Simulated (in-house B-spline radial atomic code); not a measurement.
Computed with a B-spline radial atomic code. Model: two electrons, singlet ground state, non-relativistic, full CI in B-splines with partial waves to l = 8 (at full coupling up to 3e-4 hartree above the limit, correlation up to 0.6 % small), density held at that of full coupling by Lieb maximisation.

Along the adiabatic connection the electron repulsion is scaled by a coupling λ while a local potential keeps the density fixed. At λ = 0 the system is the Kohn-Sham one and W equals the exchange energy; the exchange-correlation energy is the area under W between 0 and 1. The kinetic energy rises with λ as the electrons avoid each other, with dT/dλ = −λ dW/dλ.

Command:
```bash
python run_ac.py task.json out
```
Settings (lengths in bohr, energies in hartree):
```
potential              coulomb
strength               19
lmax                   8
```

Cost of the run: 3.9 s on 1 thread of Intel(R) Xeon(R) Processor @ 2.30GHz, with other jobs on the host.

**W = mean repulsion less Hartree energy, and W of three functionals.**

Given: confinement point charge; nuclear charge 19; external potential -Z/r.

Computed: LDA exchange minus exact 1654.5 millihartree; PBE exchange minus exact 236.4 millihartree.

```tsv
coupling	W xc (hartree)	W xc minus exchange (millihartree)	kinetic minus Kohn-Sham (millihartree)	LDA (PW92) W minus its exchange (millihartree)	PBE W minus its exchange (millihartree)	SCAN W minus its exchange (millihartree)
0	-11.653	0	0	0	0	0
0.02	-11.655	-1.859	0	-17.83	-1.91	-1.86
0.05	-11.657	-4.645	0.1	-38.93	-4.77	-4.63
0.12	-11.664	-11.135	0.7	-80.56	-11.49	-11.05
0.25	-11.676	-23.138	2.9	-145.66	-24.02	-22.86
0.4	-11.69	-36.911	7.4	-210.7	-38.53	-36.33
0.6	-11.708	-55.152	16.5	-287.61	-57.92	-54.07
0.8	-11.726	-73.252	29.1	-357.04	-77.3	-71.58
1	-11.744	-91.212	45.3	-421.04	-96.65	-88.87
1.4	-11.779	-126.72	87.9	-537.2	-135.17	-122.88
2	-11.832	-178.98	176.7	-690.56	-192.33	-172.56
3	-11.916	-263.49	387.7	-909.79	-285.48	-252.22
4.5	?	?	?	?	?	?
7	?	?	?	?	?	?
10	-12.43	-776.96	3651.5	-1917	-856.22	-727.8
```

**Question.** What belongs in the row 4.5?

**Answer.** W xc (hartree): -12.037; W xc minus exchange (millihartree): -384.52; kinetic minus Kohn-Sham (millihartree): 840.7; LDA (PW92) W minus its exchange (millihartree): -1184.9; PBE W minus its exchange (millihartree): -419.71; SCAN W minus its exchange (millihartree): -365.27.

**Question.** What belongs in the row 7?

**Answer.** W xc (hartree): -12.225; W xc minus exchange (millihartree): -572.23; kinetic minus Kohn-Sham (millihartree): 1916.6; LDA (PW92) W minus its exchange (millihartree): -1557; PBE W minus its exchange (millihartree): -628.5; SCAN W minus its exchange (millihartree): -539.13.

**Question.** What is the SCAN exchange minus exact?

**Answer.** -3.925 millihartree.

**Energy parts, natural occupations and partial-wave weights.**

Computed: exchange energy -11.653 hartree; correlation energy -0.045909 hartree; initial slope twice GL2 -0.092983 hartree; kinetic part over minus potential part 0.49668; Hartree energy 23.305 hartree; Kohn-Sham kinetic 349.24 hartree; Lieb Oxford ratio E_xc over LDA exchange 1.1701.

```json
{"natural": "s", "occupation of the shell (electrons)": "1.9999"}
{"natural": "p", "occupation of the shell (electrons)": "8.5418e-05"}
{"natural": "s", "occupation of the shell (electrons)": "4.9961e-05"}
{"natural": "d", "occupation of the shell (electrons)": "?"}
{"natural": "p", "occupation of the shell (electrons)": "3.3737e-06"}
{"natural": "s", "occupation of the shell (electrons)": "1.2686e-06"}
```

**Question.** What belongs in the row d?

**Answer.** occupation of the shell (electrons): 4.9555e-06.

```
wave      weight
   s     0.99995
   p           ?
   d   2.791e-06
   f  4.2241e-07
   g  1.0206e-07
```

**Question.** What belongs in the row p?

**Answer.** weight: 4.4575e-05.

**Question.** What is the total energy?

**Answer.** -349.2819 hartree.

**Question.** What is the kinetic part of the DFT correlation energy?

**Answer.** 0.045303 hartree.

Half-way to full coupling W has made 50 % of its drop, against 50 % for a straight line, and second-order (GL2) theory, half the initial slope, overshoots the correlation energy by about 1 %: correlation is weak here. Over couplings 0 to 1 the errors in E_xc come to about +1462 millihartree for LDA, +234 millihartree for PBE, -3.0 millihartree for SCAN, so SCAN is nearest. In LDA and PBE and SCAN the errors of exchange and correlation have opposite signs, so the sum is smaller than the larger of the two.
